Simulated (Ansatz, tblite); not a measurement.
Removing and adding an electron: InH3. The state is a singlet with charge 0. Geometry: PBE0-D4/def2-TZVP. Ansatz, gas phase; energy differences of separate SCF runs; the oxidised species was run as a doublet alone; the reduced species was run as a doublet alone.

```xyz
4

In    0.000    0.000    0.000
H    -1.048   -1.216    0.629
H     1.610    0.146    0.601
H    -0.562    1.071   -1.230
```

In the def2 sets In takes a core potential; there is no spin–orbit coupling. The xTB rows come from tblite. Correlated methods freeze 4 core orbitals; core or outer-core shells of In are correlated, in sets that lack core-valence functions.

```tsv
level	−HOMO (eV)	vertical IE (eV)	−LUMO (eV)	vertical EA (eV)	HOMO–LUMO gap (eV)	IE − EA (eV)	remarks
GFN2-xTB	11.56	14.68	6.70	3.60	4.86	11.08	–
HF/def2-TZVPD	–	–	–	-0.22	–	–	–
HF/def2-TZVPP	–	9.94	–	–	–	–	spin-contaminated (⟨S²⟩ 0.87) (+1 doublet)
r2SCAN-D4/def2-TZVP	7.29	10.44	2.30	–	4.99	–	–
r2SCAN-D4/def2-TZVPD	7.29	–	2.31	0.44	4.98	–	HOMO above zero (-1 doublet)
PBE0-D4/def2-TZVP	8.17	10.53	1.90	–	6.28	–	–
MP2/def2-TZVPP	–	10.70	–	–	–	–	spin-contaminated (⟨S²⟩ 0.87) (+1 doublet)
CCSD(T)/def2-TZVPD	–	–	–	0.28	–	–	–
```

Estimate the rows for GFN1-xTB, PBE-D4/def2-TZVPD, PBE0-D4/def2-TZVPD, MP2/def2-TZVPD, CCSD/def2-TZVPD, CCSD/def2-TZVPP, CCSD(T)/def2-TZVPP.


```
             level  −HOMO (eV)  vertical IE (eV)  −LUMO (eV)  vertical EA (eV)  HOMO–LUMO gap (eV)  IE − EA (eV)                                     remarks
          GFN1-xTB       11.69             14.67        4.39                 –                7.30             –                                           –
 PBE-D4/def2-TZVPD        7.00                 –        2.66              0.40                4.34             –                HOMO above zero (-1 doublet)
PBE0-D4/def2-TZVPD        8.17                 –        1.90              0.37                6.27             –                HOMO above zero (-1 doublet)
    MP2/def2-TZVPD           –                 –           –              0.24                   –             –                                           –
   CCSD/def2-TZVPD           –                 –           –              0.24                   –             –                                           –
   CCSD/def2-TZVPP           –             10.68           –                 –                   –             –  spin-contaminated (⟨S²⟩ 0.87) (+1 doublet)
CCSD(T)/def2-TZVPP           –             10.67           –                 –                   –             –  spin-contaminated (⟨S²⟩ 0.87) (+1 doublet)
```

Run but left out: PBE-D4/def2-TZVP (charge +1 doublet: an occupied level 0.14 eV above an empty one).   A HOMO above zero means that the electron is unbound at that level or that self-interaction error raises the level; the energy of removing that electron tells which. Raw xTB energy differences between charge states are shifted by several eV; the methods need an empirical correction for them. A negative affinity means that the extra electron isn't bound; its size then hangs on the basis.
